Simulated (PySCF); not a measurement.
# Electron correlation in Fe²⁺ (iron, charge +2)

[Ar] 3d5 4s1, high-spin 7S determinant (an excited configuration). Computed with PySCF 2.14 in dyall-av2z (16s12p7d2f, 101 functions), with no relativity, point nucleus. Frozen: [Ar]; 6 electrons correlated; the 25 highest virtual orbitals of each spin left out.

```
  level  correlation energy (mhartree)
   CCSD                         -75.11
    (T)                          -0.53
CCSD(T)                         -75.64
```

Diagnostics: T1 = 0.0044, D1 = 0.0089, largest double amplitude 0.014.

Problem. Is a single reference adequate?

Solution. Yes: T1 lies below 0.03 and no double amplitude reaches 0.07.
